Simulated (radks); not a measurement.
Valence configurations of Rh (all share [Kr]). Method: scalar-relativistic Kohn-Sham, PBE, spin-polarised, spherical densities, finite nucleus; open shells are filled with parallel spins first (spin-orbit coupling, left out, can overturn this in heavy ions); Fermi nuclear charge, rms radius 4.4945 fm; computed with a radial shooting solver on a logarithmic mesh with Libxc functionals. Energies are relative to 4d8 5s1; eigenvalues in eV for spin up.

valence	E (eV)	moment (Bohr magnetons)	e(4d)	e(5p)	e(5s)
4d8 5s1	0.000	3	-6.520	-	-4.762
4d8 5p1	3.761	3	-8.127	-1.947	-
4d7 5s2	2.005	3	-9.565	-	-5.628
4d7 5s1 5p1	4.987	5	-10.994	-2.476	-6.970
4d8 5s0.5 5p0.5	1.849	3	-7.369	-1.563	-5.331
4d6 5s1 5p2	12.164	7	-15.422	-3.642	-8.874
4d7.5 5s1.5	0.863	3	-8.007	-	-5.197
4d9	-0.006	1	-3.876	-	-
4d6.5 5s1.5 5p1	6.948	5	-12.633	-2.691	-7.424
4d7 5p2	9.562	5	-12.311	-3.124	-

NIST lists [Kr] 4d8 5s1 as the ground configuration; this level of theory puts 4d9 lower, by 0.006 eV. The energies are those of spherical high-spin densities, not of single terms.
